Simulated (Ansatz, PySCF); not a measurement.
Dimer: GeH4 (SMILES [GeH4]) (first 5 atoms) with CH2O2 (SMILES O=CO); geometry from B3LYP-D3(BJ)/def2-TZVP, rigid monomers moved along the line of their centres of mass till H5···H10 is 3.46 Å.
(charge 0, multiplicity 1):
```xyz
10

Ge    -0.285     0.143     0.137
H     -0.814    -0.219    -1.262
H     -0.683     1.576     0.496
H      1.232    -0.051     0.192
H     -0.953    -0.831     1.135
O      1.071     0.895     4.715
C      0.647     0.232     5.621
O     -0.226    -0.777     5.501
H      0.921     0.365     6.675
H     -0.450    -0.871     4.556
```

Counterpoise-corrected where a basis set is named; no monomer relaxation. Rows marked so take none.

Correlated levels freeze the cores. Filled d and f shells under p-block atoms count as core. Rows in 6-31G* carry no dispersion term and start afresh at each structure (6-31G* with six Cartesian d functions); the Pople sets are all-electron and without relativity.

Run with Ansatz (Gaussian orbitals); PySCF for 6-31G* rows. Values without a source in brackets are computed.

Task: Predict the interaction energy from MP2/aug-cc-pVDZ.

Result: -23 meV

Task: What interaction energy does B3LYP/6-31G* (no counterpoise) give?

Result: -30 meV

Task: What interaction energy does M06-2X/6-31G* (no counterpoise) give?

Result: -36 meV

Ansatz is a first-principles code.
